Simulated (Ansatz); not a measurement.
Program: Ansatz. Geometries: PBE0-D4/def2-TZVP. ΔE: electronic, gas phase. CCSD(T)/CBS is the MP2 limit (def2-TZVPP, def2-QZVPP) plus CCSD(T) − MP2 in def2-TZVPP, frozen cores. This one scheme is used for every species. Functionals use def2-TZVPP. One conformer a species, not always the lowest.

Reaction (ligand exchange at the Si–C bond): `OC[SiH](F)F` + `C=C=N` → `C=C=N[SiH](F)F` + CH₃OH

(1) Is it downhill or uphill in electronic energy at CCSD(T)/CBS, and by how much? (An estimate is asked.)

(2) What do these levels give: r2SCAN-D4, PBE0-D4, ωB97X-V, ωB97M-V, B2PLYP, r2SCAN, CCSD(T)/def2-TZVPP, HF/def2-QZVPP, MP2/def2-QZVPP, SCS-MP2/def2-QZVPP, MP2/CBS(def2), CCSD/CBS(def2)? (Best estimate.)

Largest T1 diagnostic among the species: 0.015.

Results:

(1) The calculation gave: Downhill: ΔE = -90.7 kJ/mol.

(2) Computed: r2SCAN-D4 -88.9, PBE0-D4 -85.7, ωB97X-V -86.8, ωB97M-V -86.8, B2PLYP -93.6, r2SCAN -88.7, CCSD(T)/def2-TZVPP -89.9, HF/def2-QZVPP -110.4, MP2/def2-QZVPP -98.1, SCS-MP2/def2-QZVPP -97.7, MP2/CBS(def2) -97.9, CCSD/CBS(def2) -92.4 kJ/mol.

In def2-TZVPP, CCSD(T) changes the Hartree–Fock value by +19.0 kJ/mol (the triples alone add +1.6 kJ/mol) and MP2 by +11.8 kJ/mol. From PBE to PBE0 (25 % exact exchange), in def2-TZVPP and without D4, ΔE moves by −7.1 kJ/mol.
